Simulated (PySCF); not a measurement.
Si(vinyl)3F, C6H9FSi.
Cartesian coordinates in Å at the PBE0-D3(BJ)/def2-SVP level; atoms count from 1:
```
atom  x, y, z in Å
Si1    0.016    0.014    0.019
C2    -0.266    0.126    1.855
C3    -1.037   -0.746    2.515
H4     0.215    0.934    2.423
H5    -1.538   -1.571    1.997
H6    -1.202   -0.678    3.596
C7     1.814   -0.227   -0.394
C8     2.266   -1.317   -1.026
H9     2.537    0.551   -0.112
H10    1.588   -2.122   -1.328
H11    3.326   -1.454   -1.268
C12   -0.716    1.466   -0.886
C13   -1.692    1.331   -1.791
H14   -0.336    2.475   -0.673
H15   -2.106    0.347   -2.040
H16   -2.121    2.188   -2.322
F17   -0.778   -1.319   -0.505
```

Lines to be assigned: C 1s: 290.02 (area 3), 290.35 (area 3) eV; F 1s: 691.87 eV; Si 1s: 1847.13 eV; Si 2p3/2: 107.18 eV.

Theory: PySCF, delta-SCF UKS SCAN, pcX-2 on the ionised atom, pcseg-1 elsewhere, spin-free X2C. One conformer (not necessarily the lowest) at the PBE0-D3(BJ)/def2-SVP geometry, without solvent, vibrations or thermal averaging.

(1) Assign the C 1s lines to atoms.

Results:

(1) 290.02 eV: C2/C7/C12 (carbon bonded to C, Si and H); 290.35 eV: C3/C8/C13 (carbon bonded to C and 2 H). The listed C 1s values span 0.33 eV, from C2/C7/C12 (bonded to C, H and Si) to C3/C8/C13 (bonded to C and 2 H).

Bonded neighbours of each site: Si1: F and 3 C; C2/C7/C12: C, H and Si; C3/C8/C13: C and 2 H; F17: Si.

Which photon wavelength matches the F 1s of F17 threshold?

λ = hc/E = 12398.42 eV Å / 691.87 eV = 17.920 Å.

Topologically equivalent atoms share the value of their first member; where this conformer doesn't relate them by symmetry, their own values could differ. Spin–orbit and ligand-field terms were added within each 2p shell after the spin-free SCF. 2p1/2 minus 2p3/2 (ligand field included): Si 0.63 eV.
